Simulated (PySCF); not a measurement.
Heteronuclear NMR

Bonds (- single, = double, # triple, : aromatic): C1-O2, O2-C3, C3-C4, C4#N5, C3=C6, C6-Si7, Si7-C8. C1 carries H9, H10, H11; C6 carries H12; Si7 carries H13, H14; C8 carries H15, H16, H17. Stereochemistry as in CO/C(C#N)=C/[SiH2]C.

One computed conformer, fast rotation and ring inversion assumed for equivalent nuclei, no solvent, non-relativistic Hamiltonian. Coordinates at the GFN2-xTB level; σ from GIAO-PBE0/pcSseg-1; PySCF.

(1) Where does $^{29}$Si resonate?

(2) Where does $^{15}$N resonate?

(3) Predict the $^{17}$O NMR data.

Answers

(1) 
```csv
atoms,environment,σ (ppm),δ (ppm)
Si7,"silicon bonded to 2 C, 2 H",401.0,-49.7
```

Shieldings were converted by a linear fit to measured shifts: $^{29}$Si (scatter 8.9 ppm rms, 25.8 ppm with the 6 outliers that the fit left out vs TMS, solution or neat liquid). A few per cent of atoms miss by over 2 rms, more outside the fitted compound classes.

On a 400 MHz spectrometer $^{29}$Si resonates near 79.5 MHz, so 1 ppm is 79.5 Hz.

(2) 
```tsv
atoms	environment	σ (ppm)	δ (ppm)
N5	nitrile nitrogen	-49.5	-102.5
```

Shieldings were converted by a linear fit to measured shifts: $^{15}$N: δ = -148.07 − 0.921σ (rms 6.3 ppm, 71 shifts vs CH3NO2, solution or neat liquid). A few per cent of atoms miss by over 2 rms, more outside the fitted compound classes.

On a 400 MHz spectrometer $^{15}$N resonates near 40.5 MHz, so 1 ppm is 40.5 Hz.

(3) 
```tsv
atoms	environment	σ (ppm)	δ (ppm)
O2	ether oxygen	194.5	89.5
```

Shieldings were converted by a linear fit to measured shifts: $^{17}$O (scatter 10.7 ppm rms, 12.2 ppm with the 3 outliers that the fit left out vs liquid water, solution or neat liquid). Occasional misses reach two or three times the rms, and more in compound classes unlike the fitted ones.

On a 600 MHz spectrometer $^{17}$O resonates near 81.3 MHz, so 1 ppm is 81.3 Hz.
